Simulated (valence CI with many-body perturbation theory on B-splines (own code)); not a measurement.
Basis-set convergence for Pr¹⁰⁺

Calculated by configuration interaction combined with many-body perturbation theory (CI+MBPT): three valence electrons over a frozen Dirac-Fock core [Kr] 4d10, radial functions for each j: 7 s, 7 p, 7 d, 7 f, 4 g, 2 h, with the one-electron correlation potential Σ1 (screened to all orders), the two-electron term Σ2, the three-electron term Σ3, Breit, model QED; selected single and double excitations, second order for the rest, scaled by the run's own slope (own B-spline code, finite nucleus).

No measured spectrum was set against this ion. As an estimate, levels hold to about 250 cm⁻¹ or 0.2 % of their energy and the worst to 1 %, as in measured heavy ions of charge 2 to 7; those with d or f electrons hold less well.

The reference run has the lowest level (5s^2 5p1/2) J=1/2 and an ionisation energy of 163.043 eV. Its largest variational space holds 10704 state functions.

Levels are named by their leading jj configuration (3d3/2^4 stands for four electrons in 3d with j = 3/2), which in mixed levels can hold well under half, so a name can repeat and another be missing. Letters in brackets count levels of one name in rising energy.

Changed runs:
A. basis 5 s, 5 p, 5 d, 5 f, 2 g
B. basis 4 s, 4 p, 4 d, 4 f

Excitation energies of the reference run in cm⁻¹, and shifts in cm⁻¹:

```tsv
Level	Reference	A	B
(4f5/2 5s^2) J=5/2	4147	+191	+1221
(4f7/2 5s^2) J=7/2	7500	+192	+1226
(5s^2 5p3/2) J=3/2	39124	-5.9	-16
(4f5/2 5s 5p1/2) J=5/2 [a]	142611	+77	+530
(4f7/2 5s 5p1/2) J=7/2 [a]	146483	+72	+538
(4f5/2 5s 5p1/2) J=3/2	148991	+67	+549
(5s 5p1/2^2) J=1/2	150567	-73	-234
(4f5/2 5s 5p1/2) J=7/2	151234	+113	+704
(4f7/2 5s 5p1/2) J=5/2	151399	+76	+576
(4f7/2 5s 5p1/2) J=9/2	153430	+91	+652
(4f5/2 5s 5p1/2) J=5/2 [b]	159057	+194	+934
(4f7/2 5s 5p1/2) J=7/2 [b]	162517	+244	+1100
Ionisation energy (eV)	163.043	-0.016	-0.047
```
